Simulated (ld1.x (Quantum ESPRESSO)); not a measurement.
## An all-electron radial function and its pseudo partner (H (Z = 1))

Columns: radius, all-electron u(r) and pseudo u(r) of the 1s shell (level -6.36 eV) of hydrogen in the configuration 1s1; LDA (PZ), scalar-relativistic, TM scheme, ld1.x (Quantum ESPRESSO) 7.5.

```csv
r (bohr),all-electron,pseudo
0.050,0.0881,0.0741
0.100,0.1675,0.1469
0.150,0.2390,0.2174
0.200,0.3031,0.2843
0.250,0.3605,0.3468
0.300,0.4115,0.4038
0.350,0.4568,0.4547
0.400,0.4967,0.4994
0.450,0.5318,0.5376
0.500,0.5625,0.5697
0.550,0.5890,0.5964
0.600,0.6118,0.6182
0.650,0.6312,0.6360
0.700,0.6474,0.6506
0.750,0.6609,0.6626
0.800,0.6717,0.6724
0.850,0.6801,0.6804
0.900,0.6864,0.6864
0.950,0.6907,0.6907
1.000,0.6933,0.6933
1.050,0.6942,0.6942
1.100,0.6937,0.6937
1.150,0.6919,0.6919
1.200,0.6889,0.6889
1.250,0.6848,0.6848
1.300,0.6798,0.6798
```

How many radial nodes do the two functions have?

The all-electron 1s function has n − l − 1 = 0; the pseudo-wave has 0.

At about which radius was the pseudo-wave matched?

1.00 bohr. The columns agree to 0.0005 from 0.85 bohr on; several derivatives are matched, so the curves merge somewhat inside the radius.

Is the pseudo-wave norm-conserving?

Yes: the TM scheme keeps the norm inside the radius equal to the all-electron one, which fixes the energy derivative of the logarithmic derivative at the level.
